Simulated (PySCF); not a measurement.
**Relaxation of singlet H₃BrO**

Level of theory: PBE0 in PySCF with Br def2-TZVP, O def2-TZVP, H def2-TZVP; no relativity; density-fitted integrals. A (50,194) grid was used.

A start displaced from a saddle point along its imaginary mode, of Cs symmetry, held to at least that symmetry:

Coordinates in bohr (charge 0 multiplicity 1):
```
Br    0.0000    0.4965   -0.0087
O     0.0000   -2.7351    0.0130
H     2.8587    0.6109    0.1251
H     0.0000    3.3072    0.2268
H    -2.8587    0.6109    0.1251
```

Optimiser trace:
```
step  E − E(last) (kJ/mol)  largest gradient (Eh/bohr)
   0                 46.13                     0.01544
   1                 39.24                     0.02582
   2                 23.96                     0.02886
   3                  9.13                     0.01615
   4                  5.61                     0.02221
   5                  1.88                     0.00597
   6                  1.26                     0.00421
   7                  0.16                     0.00220
   8                  0.04                     0.00158
   9                  0.00                     0.00054
  10                  0.00                     0.00010
```

It ends at Cs with Br–H 1.502 Å, Br–H 1.563 Å (×2), Br–O 1.672 Å; H–Br–H 84.7° (×2), H–Br–H 157.1°, H–Br–O 86.6° (×2), H–Br–O 135.1° (after a last refinement on a finer grid). A frequency run shows a minimum.

The relaxation took about 29 core-seconds on a shared host.
